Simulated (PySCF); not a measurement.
A calculated (r2SCAN, PySCF 2.14, cc-pVDZ-X2C, scalar relativity by spin-free X2C-1e) atom or ion has these occupied shells.

| shell | electrons | orbital energy (eV) | rms radius, mean of both spins (bohr) |
| --- | --- | --- | --- |
| 1s α | 1 | -57298.5 | 0.0231 |
| 1s β | 1 | -57298.5 | 0.0231 |
| 2s α | 1 | -9663.0 | 0.0935 |
| 2s β | 1 | -9662.9 | 0.0935 |
| 2p α | 3 | -8565.6 | 0.0844 |
| 2p β | 3 | -8565.5 | 0.0844 |
| 3s α | 1 | -2189.0 | 0.240 |
| 3s β | 1 | -2187.3 | 0.240 |
| 3p α | 3 | -1851.8 | 0.241 |
| 3p β | 3 | -1850.1 | 0.241 |
| 3d α | 5 | -1419.6 | 0.221 |
| 3d β | 5 | -1418.2 | 0.221 |
| 4s α | 1 | -451.32 | 0.540 |
| 4s β | 1 | -447.22 | 0.540 |
| 4p α | 3 | -339.26 | 0.574 |
| 4p β | 3 | -335.23 | 0.574 |
| 4d α | 5 | -186.16 | 0.628 |
| 4d β | 5 | -182.27 | 0.628 |
| 5s α | 1 | -67.488 | 1.31 |
| 5s β | 1 | -65.839 | 1.31 |
| 5p α | 3 | -40.489 | 1.54 |
| 5p β | 3 | -39.332 | 1.54 |
| 4f α | 7 | -20.119 | 0.875 |
| 4f β | 4 | -18.155 | 0.875 |
| 6s α | 1 | -10.927 | 3.78 |
| 6s β | 1 | -10.780 | 3.78 |

Task: Name the element and its charge.

Result: Er⁺ (erbium, charge +1), in [Xe] 4f11 6s2, one real determinant (an excited configuration).
